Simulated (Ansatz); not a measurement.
`[CH3][Y]([OH])[F]` + HCl → `[OH][Y]([F])[Cl]` + CH₄ at 500 K and 1 bar (ligand exchange at a Y–C bond).

Gas-phase electronic energies from Ansatz, PBE0-D4/def2-TZVP geometries. CCSD(T)/CBS is the MP2 limit (def2-TZVPP, def2-QZVPP) plus CCSD(T) − MP2 in def2-TZVPP, frozen cores. This one scheme is used for every species. Elements past krypton have def2 core potentials. For Y outer-core shells are correlated without core-valence functions, which leaves a few kJ/mol of doubt a bond. One conformer a species, not always the lowest.

```
            species  CCSD(T)/CBS energy (Eh)  H − E (kJ/mol)  S (J/(mol·K))
`[CH3][Y]([OH])[F]`               -253.82257           170.4          436.3
                HCl               -460.38127            32.5          201.9
 `[OH][Y]([F])[Cl]`               -673.84260            77.1          399.8
                CH₄                -40.46206           135.6          206.8
```

H − E and S are ideal-gas, rigid-rotor, harmonic terms from PBE0-D4/def2-TZVP, for one conformer and one mirror image of each species. 1 Eh = 2625.50 kJ/mol, R = 8.31446 J/(mol·K).

Q: By hand: ΔE, ΔH, ΔS and ΔG.

A: ΔE = (-673.84260) + (-40.46206) − (-253.82257) − (-460.38127) = -0.10082 Eh = -264.7 kJ/mol. Δ(H − E) = 77.1 + 135.6 − 170.4 − 32.5 = 9.8, so ΔH = -254.9 kJ/mol. ΔS = 399.8 + 206.8 − 436.3 − 201.9 = -31.6 J/(mol·K). ΔG = -254.9 − 500 × (-31.6)/1000 = -239.1 kJ/mol.

Q: By hand: the equilibrium constant, and the temperature at which ΔG would vanish if ΔH and ΔS stayed fixed.

A: log₁₀ K = −ΔG/(RT ln 10) = 25.0. ΔG = 0 at ΔH/ΔS = 8066 K, far beyond where these terms or the molecules hold.

ΔH outweighs TΔS. A doubt of 5 kJ/mol in ΔE shifts log₁₀ K by 0.5 here. Other conformers and mirror images would add mixing entropy, several J/(mol·K) or more a flexible species. Modes under 60 cm⁻¹, often nearly free rotors, make the harmonic entropy too high. These are equilibria of isolated gas molecules and say nothing of rates. Largest T1 diagnostic: 0.014 (customary marks: 0.02 for closed shells, 0.045 for open ones).
